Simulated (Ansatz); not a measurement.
`C[CH2][AlH][OH]` + `FCO[SiH2]Br` → `[OH][AlH][O]CF` + `CC[SiH2]Br`  (redistribution)

Gas-phase electronic energies from Ansatz, PBE0-D4/def2-TZVP geometries. CCSD(T)/CBS adds triple-zeta CCSD(T) − MP2 to the extrapolated MP2 energy (def2 sets, frozen cores). DFT in def2-TZVPP. B3LYP here is the variant with VWN-RPA as its local correlation; programs differ in this. For Br outer-core shells are correlated without core-valence functions, which leaves a few kJ/mol of doubt a bond. Scalar relativity is left out up to krypton. One conformer a species, not always the lowest.

**Question.** Is it downhill or uphill in electronic energy at CCSD(T)/CBS, and by how much? (Estimate.)

**Answer.** Ansatz gave: Downhill: ΔE = -62.9 kJ/mol.

**Question.** What do these levels give: B3LYP-D4, B2PLYP, r2SCAN, PBE0, MP2/def2-TZVPP, MP2/def2-QZVPP? (An estimate is asked.)

**Answer.** Ansatz gave: B3LYP-D4 -63.1, B2PLYP -64.7, r2SCAN -65.2, PBE0 -64.0, MP2/def2-TZVPP -65.7, MP2/def2-QZVPP -64.7 kJ/mol.

Largest T1 diagnostic among the species: 0.013.
